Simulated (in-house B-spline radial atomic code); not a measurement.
KLI/ALDAx excitations of P3+

Method: KLI/ALDAx. Computed with a B-spline radial code for spherical atoms: linear response of the closed shell [Ne] 3s2 with the adiabatic LDA exchange kernel on the exchange-only KLI potential; scalar-relativistic (spin-free one-electron X2C), finite nucleus, no spin-orbit coupling, no double excitations, S, P, D and F terms only.

Command:
```bash
python run_td.py task.json out
```
Settings (radii: box in bohr, nucleus in fm):
```
Z                        15
electrons                12
configuration            [Ne] 3s2
hamiltonian              x2c
method                   kli
box_radius               23.08
rms_radius               3.1889
intervals                108
```

Run time, properties included: 0.6 s on 1 thread of Intel(R) Xeon(R) Platinum 8259CL CPU @ 2.50GHz (Skylake/Cascade Lake), with other jobs on the host.

The lowest states, in the order of their Tamm-Dancoff energies; the method's threshold (minus the highest occupied level) is 49.96 eV. Labels give the largest channel, * marks a mixed state, and oscillator strengths are full-response dipole values. Semilocal kernels can invert the small singlet-triplet splittings of Rydberg terms. Energies in eV:

```json
{"state": "3s → 3p 3P", "full response": "7.593", "Tamm-Dancoff": "7.929", "oscillator strength": "-"}
{"state": "3s → 3p 1P", "full response": "?", "Tamm-Dancoff": "?", "oscillator strength": "?"}
{"state": "3s → 3d 3D", "full response": "21.486", "Tamm-Dancoff": "21.586", "oscillator strength": "-"}
{"state": "3s → 3d 1D", "full response": "23.831", "Tamm-Dancoff": "23.843", "oscillator strength": "-"}
{"state": "3s → 4s 3S", "full response": "?", "Tamm-Dancoff": "?", "oscillator strength": "-"}
{"state": "3s → 4s 1S", "full response": "27.957", "Tamm-Dancoff": "27.984", "oscillator strength": "-"}
{"state": "3s → 4p 3P", "full response": "30.13", "Tamm-Dancoff": "30.15", "oscillator strength": "-"}
{"state": "3s → 4p 1P", "full response": "30.76", "Tamm-Dancoff": "30.80", "oscillator strength": "0.052"}
{"state": "3s → 4d 3D", "full response": "34.76", "Tamm-Dancoff": "34.78", "oscillator strength": "-"}
{"state": "3s → 4d 1D", "full response": "35.21", "Tamm-Dancoff": "35.21", "oscillator strength": "-"}
{"state": "3s → 4f 3F", "full response": "35.73", "Tamm-Dancoff": "35.74", "oscillator strength": "-"}
{"state": "3s → 4f 1F", "full response": "35.95", "Tamm-Dancoff": "35.96", "oscillator strength": "-"}
{"state": "3s → 5s 3S", "full response": "36.87", "Tamm-Dancoff": "36.87", "oscillator strength": "-"}
{"state": "3s → 5s 1S", "full response": "37.27", "Tamm-Dancoff": "37.28", "oscillator strength": "-"}
{"state": "3s → 5p 3P", "full response": "38.36", "Tamm-Dancoff": "38.37", "oscillator strength": "-"}
{"state": "3s → 5p 1P", "full response": "38.57", "Tamm-Dancoff": "38.59", "oscillator strength": "0.0294"}
```

Q: Where does 3s → 3p 1P lie?

A: At 13.264 eV in full response, 13.874 eV in Tamm-Dancoff, oscillator strength 1.5.

Q: Where does 3s → 4s 3S lie?

A: At 26.719 eV in full response, 26.737 eV in Tamm-Dancoff.

Q: How large is the singlet-triplet splitting of 3s → 3p (P terms) in Tamm-Dancoff?

A: 5.94 eV, from the unrounded values.

Q: What polarisabilities and dispersion coefficient does the method give?

A: Dipole 6.516 bohr³, quadrupole 14.12 bohr⁵, C6 16.33 hartree·bohr⁶ for two such species.
